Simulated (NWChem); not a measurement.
System meant: TiHOCl$_{2}$ cation; SMILES [Ti+]([Cl])([OH])[Cl]

The following NWChem deck was run.

```
start job
memory heap 200 mb stack 900 mb global 1100 mb
charge 1
geometry units angstroms noautoz
  Ti     0.353125    -0.000707     0.385642
  Cl    -0.730691    -1.734903    -0.139074
  Cl    -0.726983     1.735308    -0.140719
  O      1.868399    -0.002687    -0.350994
  H      2.602409    -0.004172    -0.992221
end
basis spherical
  * library def2-svp
end
dft
  xc b3lyp
  iterations 4
  mulliken
end
task dft energy
```

End of the output:

```
    Atom       Charge   Shell Charges
 -----------   ------   -------------------------------------------------------
    1 Ti  22    22.50   2.00  2.00  1.90  0.29  0.07  5.99  5.83  0.88  1.81  1.61  0.12
    2 Cl  17    16.42   2.00  1.96  1.04  0.75  5.81  2.09  2.76  0.02
    3 Cl  17    16.42   2.00  1.96  1.04  0.75  5.81  2.09  2.76  0.02
    4 O    8     7.82   1.97  0.86  0.56  2.59  1.82  0.01
    5 H    1     0.84   0.52  0.15  0.17

 center of mass
 --------------
 x =  -0.04742301 y =   0.02105885 z =   0.00000000

 moments of inertia (a.u.)
 ------------------
         791.721916608244          -0.000000025618           0.000000000000
          -0.000000025618        1128.672976192640           0.000000000000
           0.000000000000           0.000000000000         416.590395702207

     Multipole analysis of the density
     ---------------------------------

     L   x y z        total         alpha         beta         nuclear
     -   - - -        -----         -----         ----         -------
     0   0 0 0      1.000000    -32.000000    -32.000000     65.000000

     1   1 0 0      0.622781      0.311391      0.311391     -0.000000
     1   0 1 0     -0.129816     -0.064908     -0.064908      0.000000
     1   0 0 1      0.000000      0.000000      0.000000      0.000000

     2   2 0 0    -21.890034   -110.024080   -110.024080    198.158127
     2   1 1 0     -2.314023      1.579736      1.579736     -5.473495
     2   1 0 1     -0.000000     -0.000000     -0.000000      0.000000
     2   0 2 0    -27.172984    -24.151547    -24.151547     21.130109
     2   0 1 1     -0.000000     -0.000000     -0.000000      0.000000
     2   0 0 2    -23.273172   -194.404081   -194.404081    365.534990

 ------------------------------------------------------------------------
 dft energy failed                                                                                  0
 ------------------------------------------------------------------------
 ------------------------------------------------------------------------
  current input line :
    19: task dft energy
 ------------------------------------------------------------------------
 ------------------------------------------------------------------------
 This type of error is most commonly associated with calculations not reaching convergence criteria
 ------------------------------------------------------------------------
 For more information see the NWChem manual at https://nwchemgit.github.io

0:dft energy failed:Received an Error in Communication
```

Question: Can this run be used? If not, why, and what is the fix?

Answer: Convergence was not reached. Cause: the SCF was allowed too few iterations. This input runs:
```
start job
memory heap 200 mb stack 900 mb global 1100 mb
charge 1
geometry units angstroms noautoz
  Ti     0.353125    -0.000707     0.385642
  Cl    -0.730691    -1.734903    -0.139074
  Cl    -0.726983     1.735308    -0.140719
  O      1.868399    -0.002687    -0.350994
  H      2.602409    -0.004172    -0.992221
end
basis spherical
  Ti library def2-svp
  Cl library def2-svp
  O library def2-svp
  H library def2-svp
end
dft
  xc b3lyp
  iterations 150
  mulliken
end
task dft energy
```
It converges to -1845.15481 Ha (B3LYP/def2-SVP).
